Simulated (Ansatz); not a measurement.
ZnI2⁺ (the lowest doublet isomer of a short search). Total charge 1; doublet. Geometry r2SCAN-D4/def2-TZVP, basis def2-TZVP, Ansatz.

Cartesian coordinates in Å:
```
Zn 0.000 0.000 0.000
I -0.218 2.380 -0.451
I 0.217 -2.381 0.450
```

```csv
run,HOMO (eV),LUMO (eV)
A,-13.88,-10.06
B,-14.32,-9.72
C,-12.59,-11.47
D,-12.16,-11.93
E,-11.86,-11.86
F,-12.86,-10.93
```

In the def2 sets I takes a core potential; there is no spin–orbit coupling. LC-ωPBE has ω = 0.4 bohr⁻¹. HOMO above LUMO, or a gap near zero within one spin, warns that the state may not be the lowest or that an electron is smeared out. The structure comes from a short search, and lower isomers may exist.

HOMO and LUMO are taken over both spins.

Task: The runs used BHLYP, LC-ωPBE, PBE, PBE0, r2SCAN, ωB97M-V. Estimate which is which.

Result: A ωB97M-V (range-separated); B LC-ωPBE (range-separated); C PBE0 (25 % exact exchange); D r2SCAN (0 % exact exchange); E PBE (0 % exact exchange); F BHLYP (50 % exact exchange). Exact exchange lowers occupied and raises empty levels; among semilocal functionals meta-GGAs tend to open the gap a little, and such runs are hard to tell apart. The gap grows from 0.00 eV (PBE) to 4.60 eV (LC-ωPBE). At PBE-D4/def2-TZVP the gap within one spin of the charge 1 doublet nearly closes, so an electron or hole may be smeared out by delocalisation error.
